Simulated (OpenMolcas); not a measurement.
5s2 5p4 along the 52-electron sequence

```yaml
Program: OpenMolcas 26.06
Method: XMS-RASPT2, IPEA 0.25 Eh, imaginary shift 0.1 Eh
Basis: ANO-RCC-VTZP
Scalar_Hamiltonian: DKH2, point nucleus
Spin-orbit_coupling: state interaction with AMFI integrals over the reference wave functions, term energies averaged over their components
```

Active space for each ion: 6 electrons in 9 orbitals (RAS2 5s 5p; RAS3 5d, at most 2 electrons); closed shells correlated by CASPT2: 4d.

Computed levels in cm-1 above 3P2:

```tsv
Level	Te	I+	Xe2+
3P1	4180	6170	8490
3P0	4550	6230	7870
1D2	10630	13520	16390
1S0	23440	29250	35070
weight of 3P in the lowest level (%)	94	92	90
```

Measured, with the error of the calculation in %. Measured levels: Te, I+ from NIST Handbook of Basic Atomic Spectroscopic Data; Xe2+ from Saloman, J. Phys. Chem. Ref. Data 33, 765 (2004).

| Level | Te | I+ | Xe2+ |
| --- | --- | --- | --- |
| 3P1 | 4751 (-12.1) | 7087 (-12.9) | 9794 (-13.3) |
| 3P0 | 4706 (-3.4) | 6448 (-3.4) | 8130 (-3.2) |
| 1D2 | 10558 (+0.7) | 13727 (-1.5) | 17099 (-4.1) |
| 1S0 | 23198 (+1.1) | 29501 (-0.9) | 36103 (-2.9) |

The fine-structure level 3P0 changes by a factor of 1.73 from Te to Xe2+. Its fourth root runs 8.21, 8.88, 9.42, with steps per unit of Z of 0.67, 0.53; equal steps would mean a (Z - σ)^4 law with constant σ.

1D2 changes by a factor of 1.54 over the same range, with steps per unit of Z of +2890, +2870 cm-1.

CASPT2 does not keep the components of a term degenerate, so their means are used; among the terms shown or strongly mixed into the levels shown the widest spread is 100 cm-1 (5s2 5p4 1D, Te). Active for correlation alone: 5d; no level in the range computed is led by a configuration that fills it, so any true level of that kind is missing (holds for Te). The run also gave levels led by 5s2 5p3 5d, which use shells meant for correlation; these and all levels above them are left out (holds for I+). The run also gave levels led by 5s 5p4 5d, which use shells meant for correlation; these and all levels above them are left out (holds for Xe2+). Measured partners are found by configuration, term and J. A level has none where our copy of the source lacks it or the pairing is in doubt (some pairs that miss far off the trend of their configuration count as doubtful), and it then counts in no deviation. Only configurations of the active space appear.
